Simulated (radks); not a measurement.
All-electron atom: Sc3+ in [Ar] (the NIST ground configuration).

Method: scalar-relativistic Kohn-Sham, exchange-only r2SCAN, spin-polarised, spherical densities, finite nucleus; meta-GGA in the generalised Kohn-Sham scheme; Fermi nuclear charge, rms radius 3.5459 fm; computed with a radial shooting solver on a logarithmic mesh with Libxc functionals.

Energy parts (hartree):
part                   energy
total              -761.89622
kinetic             768.44234
electron-nucleus  -1789.85720
Hartree             297.05855
exchange            -37.53990

Orbitals (lengths in bohr, moments of r in powers of bohr; r(max) is where P^2 peaks):
| orbital | occ. | eigenvalue (hartree) | r(max) |
|---|---|---|---|
| 1s | 2 | -163.4825 | 0.04781 |
| 2s | 2 | -18.88233 | 0.2831 |
| 2p | 6 | -15.61729 | 0.2325 |
| 3s | 2 | -3.21670 | 0.9211 |
| 3p | 6 | -2.36743 | 0.9592 |

The highest occupied level is 3p at -64.421 eV. The electron density at the nucleus is 7288 e/bohr^3 (large components only).
